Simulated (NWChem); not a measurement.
# acetylacetone (C$_{5}$H$_{8}$O$_{2}$); SMILES CC(=O)C=C(C)O

```xyz
15

C      0.8437    -2.5098    -0.0009
C     -0.0119    -1.2610     0.0003
O     -1.2291    -1.3380     0.0009
C      0.7161     0.0083     0.0004
C      0.1149     1.2284     0.0002
C     -1.3537     1.4773     0.0000
O      0.8232     2.3643     0.0003
H      1.4962    -2.5313    -0.8884
H      1.5001    -2.5307     0.8837
H      0.1959    -3.3950     0.0007
H      1.8114    -0.0311     0.0005
H     -1.5424     2.5584    -0.0028
H     -1.8248     1.0029    -0.8720
H     -1.8240     1.0080     0.8753
H      1.7663     2.1548     0.0007
```
Atoms are numbered in this order, from 1.

Level: PBE0/def2-SVP (NWChem), optimised geometry, unscaled harmonic frequencies. 

Task: List the harmonic frequencies with IR intensities, and the thermochemistry.

Result: 
```csv
frequency (cm⁻¹),IR intensity (km/mol)
8,0.2
86,1.8
107,1.5
170,0.0
201,2.5
346,1.6
402,4.4
500,11.7
521,59.4
599,35.5
610,4.0
643,32.6
820,46.2
867,15.6
965,29.1
986,12.7
1019,44.2
1023,2.3
1042,8.6
1192,96.5
1217,170.7
1338,30.5
1367,7.3
1379,31.5
1428,19.2
1433,10.7
1438,33.1
1447,10.8
1489,31.4
1687,605.5
1812,160.0
3058,1.9
3082,3.9
3146,5.1
3169,11.9
3174,0.0
3198,5.0
3201,6.1
3840,57.4
```

The zero-point energy comes out as 77.2 kcal/mol and the thermal correction to the enthalpy at 298.15 K (with zero-point energy) comes out as 83.0 kcal/mol. The heat capacity Cv is 28.3 cal/(mol K), the entropy at 298.15 K and 1 atm (symmetry number 1) is 93.1 cal/(mol K) and the dipole moment is 3.26 D.

Rigid rotor and harmonic oscillator; modes under 100 cm⁻¹ make the entropy uncertain.
